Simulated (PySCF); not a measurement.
**GeN⁺ from Hartree–Fock to correlated methods**

State: ³Σ⁻ (triplet), unpaired electrons π ↑↑. Set-up: PySCF, no relativity, basis sets Ge 6-31G(d,p), N 6-31G(d,p). De refers to Ge⁺ + N in their high-spin ground configurations, without counterpoise correction. The functionals are run spin-unrestricted. A positive dipole points towards N; it is taken about the centre of mass and depends on that origin.

```tsv
Level	Re (Å)	ωe (cm⁻¹)	De (eV)	μ (D)
UHF	1.902	627	0.114	-1.94
UHF-MP2	1.906	673	1.33	n/a
UHF-SCS-MP2	1.913	662	1.30	n/a
UHF-CCSD	1.930	592	1.35	n/a
UHF-CCSD(T)	1.937	586	1.46	n/a
PBE	1.950	592	2.53	-1.17
TPSS	1.940	605	2.41	-1.21
r²SCAN	1.928	609	2.07	-1.27
r²SCANh	1.919	620	1.94	-1.36
B3LYP	1.932	612	2.17	-1.42
PBE0	1.918	628	2.08	-1.42
CAM-B3LYP	1.907	645	2.08	-1.47
```

The bond length runs from 1.902 Å (UHF) to 1.950 Å (PBE). De spans 0.11 eV (UHF, mean field) to 2.53 eV (PBE, GGA). Correlation at CCSD(T) changes the Hartree–Fock bond energy by +1.35 eV; the triples alone change it by +0.11 eV.

Correlated steps freeze 10 core orbitals. Correlated levels converge slowly with the basis: in double zeta they bind strong bonds too weakly, by up to about 1 eV, and carry superposition errors of some tenths. Spin–orbit coupling is left out. For an ion De counts to the pair picked by the measured ionisation energies or electron affinities, which need not be the lowest pair at this level. The state is the lowest determinant that a PBE0 search found; another state may lie lower at other levels.
